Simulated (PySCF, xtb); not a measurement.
Hf(OH)2 (H2HfO2), SMILES [Hf]([OH])[OH] (connectivity only; charge and spin as stated), neutral, multiplicity 3. Other conformers were not sampled.

Harmonic wavenumbers (cm⁻¹) from GFN2-xTB run with xtb at its own minimum, in rising order: 97, 176, 184, 444, 483, 576, 588, 3506, 3517.

Question: What does PBE-D3(BJ)/def2-TZVP in PySCF give at its own minimum? (An estimate is asked for; the answer gives what the named calculation found.)

Answer: 71, 297, 345, 375, 396, 631, 665, 3854, 3855. Paired by order, the mean absolute difference is 142 cm⁻¹ and the zero-point energies are 13.7 and 15.0 kcal/mol.
